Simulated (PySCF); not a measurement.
# Exact simulation of a proton spin system

Molecule: resorcinol, C6H6O2.

Molfile (atoms numbered from 1):
```
C6H6O2
     RDKit          3D

 14 14  0  0  0  0  0  0  0  0999 V2000
   -2.2656   -1.1495   -0.0882 O   0  0  0  0  0  0  0  0  0  0  0  0
   -1.1903   -0.3423    0.0190 C   0  0  0  0  0  0  0  0  0  0  0  0
   -1.3090    1.0505    0.1124 C   0  0  0  0  0  0  0  0  0  0  0  0
   -0.1575    1.8242    0.2208 C   0  0  0  0  0  0  0  0  0  0  0  0
    1.1045    1.2380    0.2364 C   0  0  0  0  0  0  0  0  0  0  0  0
    1.2124   -0.1556    0.1412 C   0  0  0  0  0  0  0  0  0  0  0  0
    2.4049   -0.7862    0.1468 O   0  0  0  0  0  0  0  0  0  0  0  0
    0.0675   -0.9453    0.0340 C   0  0  0  0  0  0  0  0  0  0  0  0
   -3.0637   -0.6113   -0.0833 H   0  0  0  0  0  0  0  0  0  0  0  0
   -2.2967    1.5198    0.0997 H   0  0  0  0  0  0  0  0  0  0  0  0
   -0.2456    2.9109    0.2937 H   0  0  0  0  0  0  0  0  0  0  0  0
    2.0041    1.8541    0.3206 H   0  0  0  0  0  0  0  0  0  0  0  0
    3.1057   -0.1312    0.2293 H   0  0  0  0  0  0  0  0  0  0  0  0
    0.1552   -2.0297   -0.0381 H   0  0  0  0  0  0  0  0  0  0  0  0
  1  2  1  0
  2  3  1  0
  3  4  2  0
  4  5  1  0
  5  6  2  0
  6  7  1  0
  6  8  1  0
  8  2  2  0
  1  9  1  0
  3 10  1  0
  4 11  1  0
  5 12  1  0
  7 13  1  0
  8 14  1  0
M  END
```

Non-relativistic Hamiltonian, no solvent model, one averaged value for each set of equivalent atoms, one conformer. Geometry from PBE0-D3(BJ)/def2-SVP; J: B3LYP/pcJ-1 (without the spin–dipole term); σ from GIAO-HF/pcSseg-1; PySCF 2.14.

References, each an isolated molecule treated in the same way: $^{1}$H against TMS.

Shifts (ppm): H10/H12 6.09, H11 7.41, H14 6.86.
Couplings (Hz): H10–H11, H11–H12: 8.9; H10–H12: 0.4; H10–H14, H12–H14: 2.3; H11–H14: 0.3.

The 4-spin Hamiltonian (Zeeman plus full scalar coupling among like nuclei) was diagonalised exactly; lines are Lorentzian, 0.5 Hz wide, and the maxima above 3 % are listed with the tallest set to 100.

Question: Give the $^{1}$H peak list of this spin system at 90 MHz.

Answer: 
Hz from δ = 0 (height): 676.2 (37), 676.1 (37), 667.4 (55), 667.1 (56), 658.3 (51), 619.7 (43), 617.4 (88), 615.2 (48), 553.6 (94), 553.4 (95), 551.2 (100), 544.8 (81), 544.6 (81), 542.5 (72), 542.1 (71)

Question: And at 400 MHz?

Answer: 
δ in ppm (height): 7.433 (35), 7.432 (35), 7.410 (73), 7.388 (38), 7.388 (38), 6.866 (37), 6.860 (74), 6.860 (74), 6.854 (38), 6.104 (100), 6.098 (100), 6.082 (97), 6.076 (95)

Question: Among coupled protons with different shifts, which pair is furthest from first order, and how does the field change that?

Answer: H10 and H11: Δν/J is about 13.3 at 90 MHz (close to first order) and 59.3 at 400 MHz (close to first order). J in Hz doesn't depend on the field, while Δν in Hz grows in proportion to it.

The OH or NH signal is concentration- and solvent-dependent in practice; the value given is the gas-phase one. Unscaled 3J(H,H) at this level run about 10 % above measured values.
